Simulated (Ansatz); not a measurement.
ISn, charge +1, singlet, at a GFN2-xTB geometry (such geometries of metal compounds can be far from the true shape) (core potentials on I, Sn).

Input for Ansatz (an electronic-structure program):
Ansatz 0.2 input:
```yaml
crystal:
  periodic: [false, false, false]
  atoms:
    - {symbol: Sn, position_ang: [-0.00000000, -0.00000000, -1.37674874]}
    - {symbol: I, position_ang: [0.00000000, 0.00000000, 1.29881957]}
basis:
  gaussian:
    orbitals: def2-TZVPP
hamiltonian:
  xc: hf
total_charge: 1
```

Q: What does this run give for the total energy, number of basis functions?

A: 
The total energy comes out as -509.822958 Ha and the number of basis functions is 100.
